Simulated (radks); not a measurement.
Values are calculated unless marked as measured or tabulated.
Spherical quantum dot in the effective-mass picture: electrons in a hard-walled sphere of radius 1.49, with a point charge +1 (a donor) at the centre, all in effective atomic units (hartree* = m*/eps^2 hartree, bohr* = eps/m* bohr), one dielectric constant everywhere. Level of theory: non-relativistic Kohn-Sham, exchange-only LDA, spin-polarised, spherical densities (a radial shooting solver with Libxc functionals). Levels are named by radial order and angular momentum (1s, 1p, 1d, 2s, ...), and open shells are averaged over m. Results are scaled to m* = 0.517 and eps = 7.8, for which hartree* = 231.2 meV and bohr* = 0.7984 nm.

N = 14, configuration 1s2 1p6 1d(up 5, down 1). This is the lowest configuration that the search found. Occupied and some empty levels:

| level | occupation | eigenvalue (meV) | <r> (nm) |
|---|---|---|---|
| 1s up | 1 | 3186.1 | 0.6399 |
| 1s down | 1 | 3227.7 | 0.6344 |
| 1p up | 3 | 3647.1 | 0.7444 |
| 1p down | 3 | 3697.0 | 0.7429 |
| 1d up | 5 | 4250.4 | 0.7992 |
| 1d down | 1 | 4303.1 | 0.7988 |
| 2s up | 0 | 4584.3 | 0.5596 |
| 2s down | 0 | 4612.3 | 0.5624 |
| 1f up | 0 | 5003.1 | 0.8373 |
| 1f down | 0 | 5056.7 | 0.8373 |
| 2p up | 0 | 5727.2 | 0.6261 |
| 2p down | 0 | 5760.5 | 0.6260 |

Energy (meV): total 33201.8, kinetic 18044, external -3781.8, Hartree 21729, exchange-correlation -2789.1.

Electron density:

| r (nm) | n(r) (e/nm^3) |
|---|---|
| 0.0310 | 2.166 |
| 0.120 | 1.938 |
| 0.209 | 1.992 |
| 0.298 | 2.281 |
| 0.387 | 2.757 |
| 0.476 | 3.330 |
| 0.565 | 3.857 |
| 0.654 | 4.145 |
| 0.743 | 4.009 |
| 0.832 | 3.363 |
| 0.921 | 2.300 |
| 1.01 | 1.150 |
| 1.10 | 0.2942 |
| 1.19 | 0.0001889 |
